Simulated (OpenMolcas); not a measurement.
## What dynamic correlation does to the levels of B²⁺

| Property | Result |
| --- | --- |
| Program | OpenMolcas 26.06 |
| Basis | ANO-R1 [3s2p1d] |
| Scalar Hamiltonian | X2C, finite nucleus |
| Active space | 1 electron in 4 orbitals (2s 2p) |
| State averaging | 2S+1 = 2 even, 1 root; 2S+1 = 2 odd, 3 roots |
| Spin-orbit coupling | state interaction with AMFI integrals over the reference wave functions, term energies averaged over their components |

Methods on the same reference wave functions:
A. CASSCF
B. SS-CASPT2, IPEA 0.25 Eh, imaginary shift 0.1 Eh (closed shells correlated: 1s)

Energies in cm-1 above 2s 2S 1/2, the measured ground level; measured values from Moore, Atomic Energy Levels, vol. I, NSRDS-NBS 35 (1971 reprint of NBS Circular 467, 1949).

```csv
Level,A,B,Measured
2s 2S 1/2,0.0,0.0,0.0
2p 2P* 1/2,50544,50477,48358
2p 2P* 3/2,50567,50500,48393
```

Deviations, from unrounded energies. A percentage is the sum of absolute deviations over the sum of measured energies, with the sign that they share, or ± where signs differ.

```tsv
Against measurement	Levels	A	B
mean absolute deviation (cm-1)	2	2200	2100
other configurations (%)	2	+4.5	+4.4
```

A, B lie about equally close to measurement. The largest miss of B in the table is 2p 2P* 1/2, by +2100 cm-1. The ranking rests on the paired levels alone, and a cruder setting can come out closer through cancelling errors.

The lowest spin-free term lies below A's lowest term by 0.001 hartree in B.

With one active electron the reference holds no correlation, so core polarisation is missing (holds for A). With one active electron, CASPT2 adds the correlation within the correlated inactive shells and between them and that electron, and leaves the splitting within a term as the reference gives it (holds for B). Measured partners are found by configuration, term and J. A level has none where our copy of the source lacks it or the pairing is in doubt (some pairs that miss far off the trend of their configuration count as doubtful), and it then counts in no deviation. Levels of configurations outside the active space are missing.

* marks odd parity.
